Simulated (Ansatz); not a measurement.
`[CH3][SnH2][O]C=N`, relaxed with RKS PBE0-D4/def2-TZVP in the Gaussian-basis code of Ansatz from a PBE-D4/def2-SVP geometry. The force threshold is 0.005 eV/Å; the program also tests the step.

Charge 0, multiplicity 1. Sn takes the def2 core potential.

Start:

```xyz
12

C     0.317   -1.327   -1.299
Sn   -0.964    0.314   -0.727
O    -0.911    0.394    1.339
C     0.222    0.710    1.984
N     1.373    1.076    1.555
H    -0.080   -2.263   -0.863
H     1.337   -1.145   -0.912
H     0.347   -1.416   -2.402
H    -2.648    0.029   -0.946
H    -0.466    1.856   -1.333
H     0.077    0.624    3.085
H     1.397    1.148    0.521
```

Question: How much energy does the relaxation release, and in how many steps? (An estimate is asked.)

Answer: Computed: 8.01 kJ/mol, in 8 steps, 1 of them rejected.

Question: Which bonds change most? (Estimate.)

Answer: Ansatz gave: Sn2–O3 from 2.068 to 2.011 Å; C1–Sn2 from 2.159 to 2.126 Å; Sn2–H10 from 1.730 to 1.707 Å; Sn2–H9 from 1.722 to 1.700 Å.

Question: Give the relaxed structure. (An estimate is asked.)

Answer: Computed: 
```xyz
12

C     0.302   -1.319   -1.277
Sn   -0.953    0.302   -0.712
O    -0.887    0.380    1.296
C     0.221    0.695    1.954
N     1.346    1.098    1.537
H    -0.092   -2.243   -0.854
H     1.307   -1.149   -0.894
H     0.339   -1.406   -2.363
H    -2.616    0.040   -0.944
H    -0.436    1.820   -1.300
H     0.088    0.571    3.032
H     1.381    1.211    0.523
```
